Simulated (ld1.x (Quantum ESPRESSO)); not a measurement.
## Which change was made? (Te, TM semilocal)

```json
{"Element": "tellurium (Te)", "Generator": "ld1.x (Quantum ESPRESSO) 7.5", "Type": "norm-conserving Troullier–Martins (semilocal form)", "Functional": "PBEsol", "Relativity": "scalar-relativistic", "Frozen core": "[Kr]", "Valence charge": "16", "Reference configuration": "4d10 5s2 5p4", "Partial waves": "5s (bound): rc 1.35 bohr; 4d (bound): rc 1.40 bohr; 5p (bound): rc 1.70 bohr", "Local potential": "the p channel", "Core correction": "a·sin(br)/r model core inside 0.90 bohr"}
```

Cutoffs, loose and tight: the cutoffs (Ry, on a coarse ladder) from which the occupation-weighted sum of valence levels, in a spherical-Bessel basis at the reference potential, stays within 10 and 1 mRy of its value at 400 Ry. They do not see the model core or the augmentation charge, which bear on the density cutoff. Test errors are all-electron minus pseudo excitation energies from the reference, over the configurations 4d10 5s2 5p3; 4d10 5s2 5p2; 4d10 5s2 5p1; 4d10 5s2 5p3.5; 4d10 5s2 5p4.3; 4d10 5s1 5p4; 4d10 5s0 5p6; variants that change the core or the reference have their own tests.

The base gives: outcome: generated; cutoff, loose: 110 Ry; cutoff, tight: 200 Ry; bound ghosts: none; largest test error (meV): +31.

(1) After one change the result is: outcome: generated; cutoff, loose: 100 Ry; cutoff, tight: 180 Ry; bound ghosts: none; largest test error (meV): +23. Which change was it?
A. form changed from semilocal to separable (Kleinman–Bylander), still TM; local potential the d channel
B. all radii but the core radius scaled by about 1.13 (s 1.52, p 1.92, d 1.58 bohr)
C. wave 5s (bound): rc 1.35 bohr becomes 5s (bound): rc 1.44 bohr

## Answers

(1) C. The others give: form changed from semilocal to separable (Kleinman–Bylander), still TM; local potential the d channel → outcome: generated; cutoff, loose: 110 Ry; cutoff, tight: 200 Ry; bound ghosts: s, p; largest test error (meV): -36 | all radii but the core radius scaled by about 1.13 (s 1.52, p 1.92, d 1.58 bohr) → outcome: generated; cutoff, loose: 90 Ry; cutoff, tight: 160 Ry; bound ghosts: none; largest test error (meV): -10. In the semilocal form every listed channel keeps its own potential, so the choice of the local channel does not act on these tests. It acts once the file is put into the separable form.
